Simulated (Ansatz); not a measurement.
Mulliken charges of CH3F2InS, SMILES `C[S][In]([F])[F]` from B3LYP/def2-TZVPP in Ansatz (PBE0-D4/def2-TZVP geometry).

```tsv
atom	x (Å)	y (Å)	z (Å)	charge (e)
C1	-0.474	-0.629	1.253	-0.270
S2	0.670	0.765	0.979	-0.240
In3	0.669	0.869	-1.356	1.047
F4	-0.404	-0.378	-2.388	-0.479
F5	1.632	2.081	-2.510	-0.459
H6	-1.470	-0.411	0.873	0.137
H7	-0.526	-0.748	2.336	0.128
H8	-0.099	-1.550	0.813	0.137
```

Question: By hand: the dipole of these point charges (1 e Å = 4.8032 D).

Answer: Σ q r = (-0.170, -0.242, 0.833) e Å, of length 0.884 e Å = 4.25 D.

Question: How does the dipole of the full density compare? (Estimate.)

Answer: Computed: (-0.169, -0.237, 0.726) e Å, 3.76 D; the point charges give 1.13 times that, at 2° from its direction.

Point charges leave out the atoms' own dipoles, such as those of lone pairs, and Mulliken's split depends on the basis, so the close match here is no proof of good charges.

B3LYP here is the variant with VWN-RPA as its local correlation; programs differ in this.
